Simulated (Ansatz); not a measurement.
The first iterations of a band of CH$_{7}$ClSiSn (11 atoms, charge 0, multiplicity 1).

All numbers below come from RKS PBE-D4/def2-SVP (Ansatz).

- movable images: 7
- climbing image: yes
- spring: 5.0 eV/Å²
- optimiser: quadratic models (default)
- start path: IDPP
- force threshold: 0.05 eV/Å
- iteration limit: 10
- end points: relaxed

Initial state:

```xyz
11
Properties=species:S:1:pos:R:3
Cl -0.960 2.040 1.029
C 0.712 1.358 0.931
Si 0.610 -0.532 0.658
Sn -0.945 -0.967 -1.358
H 1.237 1.616 1.873
H 1.233 1.862 0.094
H 2.005 -1.058 0.418
H 0.070 -1.174 1.908
H -2.608 -0.882 -0.908
H -0.638 0.212 -2.586
H -0.650 -2.532 -2.038
```

Final state:

```xyz
11
Properties=species:S:1:pos:R:3
Cl 0.083 2.476 -0.032
C 0.409 1.230 1.239
Si 0.868 -0.425 0.398
Sn -0.968 -0.976 -1.334
H -0.506 1.131 1.857
H 1.224 1.612 1.885
H 2.211 -0.276 -0.263
H 0.976 -1.490 1.461
H -2.515 -0.570 -0.677
H -0.743 -0.102 -2.804
H -0.975 -2.667 -1.707
```

| iteration | highest image above the first end (eV) | largest band force component (eV/Å) |
| --- | --- | --- |
| 1 | 0.171 | 1.084 |
| 2 | 0.095 | 0.320 |

Does the band converge within its limit, and where does its top end?

The run converged. It ended after 5 iterations with the highest image 0.077 eV above the first end. Another band between the same ends (7 images) ends at a top of the same energy, where a vibrational analysis finds 1 clearly imaginary mode.

Time of the run: 66 s on 2 threads of Intel(R) Xeon(R) Platinum 8375C CPU @ 2.90GHz (Ice Lake), with other jobs on the host, peak memory 0.17 GiB.
